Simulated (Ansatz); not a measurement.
`C[O][Y]([NH2])[O]C` and `C[O][Y]([CH3])[O]C` differ in one atom or group.

Ansatz, PBE0-D4/def2-TZVP geometries, multiplicity 1. Each molecule was computed in one conformer, which needn't be the lowest.

Elements past krypton have def2 core potentials.

```json
{"property": "size of the dipole moment (PBE/def2-TZVPP) / D", "`C[O][Y]([NH2])[O]C`": "0.18"}
{"property": "HOMO energy (ωB97M-V/def2-TZVPP) / eV", "`C[O][Y]([NH2])[O]C`": "-8.85"}
{"property": "HOMO energy (PBE/def2-TZVPP) / eV", "`C[O][Y]([NH2])[O]C`": "-5.17"}
{"property": "HOMO–LUMO gap (PBE0/def2-TZVPP) / eV", "`C[O][Y]([NH2])[O]C`": "5.17"}
{"property": "HOMO–LUMO gap (ωB97M-V/def2-TZVPP) / eV", "`C[O][Y]([NH2])[O]C`": "8.74"}
{"property": "LUMO energy (ωB97M-V/def2-TZVPP) / eV", "`C[O][Y]([NH2])[O]C`": "-0.11"}
```

Problem. Give the same properties after the change, and the shifts. (Best estimate.)

Solution. Computed: 
```
                                      property  `C[O][Y]([CH3])[O]C`  shift
size of the dipole moment (PBE/def2-TZVPP) / D                  2.35   2.17
         HOMO energy (ωB97M-V/def2-TZVPP) / eV                 -8.47   0.38
             HOMO energy (PBE/def2-TZVPP) / eV                 -4.94   0.23
          HOMO–LUMO gap (PBE0/def2-TZVPP) / eV                  4.66  -0.51
       HOMO–LUMO gap (ωB97M-V/def2-TZVPP) / eV                  8.05  -0.69
         LUMO energy (ωB97M-V/def2-TZVPP) / eV                 -0.42  -0.31
```

With PBE0 the HOMO rises by 0.30 eV and the LUMO falls by 0.21 eV, so the gap narrows by about 0.51 eV. PBE moves the HOMO by 0.23 eV and ωB97M-V by 0.38 eV. Dipoles are sizes alone; their direction can turn.
